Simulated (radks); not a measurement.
Spherical jellium clusters: N electrons in a uniform positive sphere of charge N and radius rs N^(1/3), rs = 2.57 bohr. Calculated with a radial shooting solver with Libxc functionals: non-relativistic Kohn-Sham, LDA (Slater exchange, Perdew-Wang correlation), spin-polarised, spherical densities. Levels are named by radial order and angular momentum (1s, 1p, 1d, 2s, ...), and open shells are averaged over m. Each electron was tried in the lowest free levels, single moves between levels near the top were tried too, and the lowest total energy was kept; such a search can miss a lower state. Energies include the self-energy of the background; IP and EA are vertical (highest electron removed, lowest free level filled), at fixed background; spill-out counts the electrons outside the background radius R, and alpha is the static dipole polarisability from linear response (closed shells only). A dash means not computed or, for alpha, an open shell; in EA it means that no bound solution was reached, which is typical of self-interaction and does not show that the anion is unstable. Real open-shell clusters deform, which this model forbids.

| N | open shells | 2S | E(N+1) + E(N-1) - 2E(N) (eV) | IP (eV) | -e(HOMO) (eV) | spill-out (e) |
|---|---|---|---|---|---|---|
| 1 | 1s(up 1, down 0) | 1 | - | - | 3.879 | 0.54 |
| 2 | none | 0 | 2.174 | 7.309 | 4.461 | 0.77 |
| 3 | 1p(up 1, down 0) | 1 | -0.951 | 4.549 | 2.379 | 1.17 |
| 4 | 1p(up 2, down 0) | 2 | -0.838 | 5.568 | 3.264 | 1.43 |
| 5 | 1p(up 3, down 0) | 3 | 0.338 | 6.198 | 3.878 | 1.61 |
| 6 | 1p(up 3, down 1) | 2 | -0.687 | 5.636 | 3.539 | 1.79 |
| 7 | 1p(up 3, down 2) | 1 | -0.524 | 6.195 | 4.072 | 1.94 |
| 8 | none | 0 | 2.540 | 6.579 | 4.466 | 2.06 |
| 9 | 1d(up 1, down 0) | 1 | -0.445 | 3.908 | 2.096 | 2.31 |
| 10 | 1d(up 2, down 0) | 2 | -0.416 | 4.404 | 2.579 | 2.52 |
| 11 | 1d(up 3, down 0) | 3 | -0.377 | 4.800 | 2.973 | 2.69 |
| 12 | 1d(up 4, down 0) | 4 | -0.337 | 5.124 | 3.303 | 2.83 |
| 13 | 1d(up 5, down 0) | 5 | 0.377 | 5.395 | 3.585 | 2.96 |
| 14 | 1d(up 5, down 0) 2s(up 1, down 0) | 6 | -0.132 | 4.947 | 3.286 | 3.25 |
| 15 | 1d(up 5, down 2) | 3 | -0.408 | 5.146 | 3.432 | 3.22 |
| 16 | 1d(up 5, down 3) | 2 | -0.268 | 5.401 | 3.694 | 3.34 |
| 17 | 1d(up 5, down 4) | 1 | -0.238 | 5.618 | 3.920 | 3.44 |
| 18 | none | 0 | 0.252 | 5.804 | 4.118 | 3.54 |
| 19 | 2s(up 1, down 0) | 1 | 0.216 | 5.500 | 3.876 | 3.75 |
| 20 | none | 0 | 1.470 | 5.311 | 3.742 | 3.99 |
| 21 | 1f(up 1, down 0) | 1 | -0.240 | 3.893 | 2.356 | 4.13 |
| 22 | 1f(up 2, down 0) | 2 | -0.226 | 4.123 | 2.591 | 4.26 |
| 23 | 1f(up 3, down 0) | 3 | -0.211 | 4.328 | 2.803 | 4.38 |
| 24 | 1f(up 4, down 0) | 4 | -0.198 | 4.512 | 2.994 | 4.49 |
| 25 | 1f(up 5, down 0) | 5 | -0.185 | 4.678 | 3.167 | 4.59 |
| 26 | 1f(up 6, down 0) | 6 | -0.173 | 4.829 | 3.327 | 4.68 |
| 27 | 1f(up 7, down 0) | 7 | 0.453 | 4.968 | 3.473 | 4.76 |
| 28 | 1f(up 7, down 1) | 6 | -0.185 | 4.480 | 3.028 | 4.86 |
| 29 | 1f(up 7, down 2) | 5 | - | 4.644 | 3.198 | 4.96 |

All shells are closed at N = 2, 8, 18, 20 (there: 1s2 1p6 1d10 2s2); the second difference of the energy has clear peaks (12 % above both neighbours; the first and last values, which can be the largest, are not judged, and half-filled shells can peak too) at N = 5, 8, 13, 18, 20, 27.
